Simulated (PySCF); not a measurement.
Si(Cl)(OH)2(OMe) (CH5ClO3Si), SMILES CO[Si](O)(O)Cl.

Coordinates come from a B3LYP-D3(BJ)/def2-SVP optimisation. One conformer was computed; it need not be the lowest.

The numbers are results of PBE/def2-TZVP (PySCF), not measurements.

The molecule is in vacuum.

### Question
Estimate the frontier levels, gap, dipole moment and polarisability. (The exact figures need the calculation; the answer reports its results.)

### Answer

The highest occupied level is -7.04 eV and the lowest empty level is -0.51 eV. The orbital gap is 6.53 eV and the dipole moment is 0.34 D. The quadrupole, principal values (traceless, Buckingham form, about the centre of nuclear charge) comes out as -10.27, 4.06, 6.21 D·Å, the mean static polarisability is 58.4 bohr³ (8.66 Å³) and the polarisability, principal values is 53.0, 59.7, 62.5 bohr³.
